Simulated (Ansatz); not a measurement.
Species: HCl$_{2}$Si, SMILES `Cl[SiH-]Cl` (charge -1, multiplicity 1), formula HCl2Si.

Q: How many basis functions does frozen-core CCSD(T)/aug-cc-pVTZ // B3LYP-D3(BJ)/def2-TZVPD (Ansatz, a quantum-chemistry and plane-wave program) use, how many core orbitals are frozen, and how many electrons are correlated?

A: 173 basis functions and 15 frozen orbitals, which leaves 20 correlated electrons. Core time is of the order of seconds.
